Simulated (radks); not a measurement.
Isoelectronic series with 18 electrons, each ion in its NIST ground configuration. Method: non-relativistic Kohn-Sham, BLYP, spin-unpolarised, spherical densities, point nucleus; computed with a radial shooting solver on a logarithmic mesh with Libxc functionals. Total energies (hartree) and orbital eigenvalues (hartree):

ion   configuration  E (hartree)        3p        3s         2p         2s
Ar             [Ar]   -527.55104  -0.37328  -0.87849   -8.44886  -10.82848
K+             [Ar]   -599.76669  -0.90967  -1.50444  -10.51877  -13.10422
Ca2+           [Ar]   -676.91956  -1.57676  -2.26233  -12.86386  -15.65675
Sc3+           [Ar]   -758.99584  -2.36721  -3.14416  -15.47501  -18.47665
Ti4+           [Ar]   -845.98698  -3.27724  -4.14589  -18.34742  -21.55888
V5+            [Ar]   -937.88722  -4.30458  -5.26510  -21.47812  -24.90032
Cr6+           [Ar]  -1034.69245  -5.44773  -6.50025  -24.86520  -28.49888
Mn7+           [Ar]  -1136.39968  -6.70568  -7.85029  -28.50729  -32.35309
Fe8+           [Ar]  -1243.00662  -8.07769  -9.31444  -32.40341  -36.46188
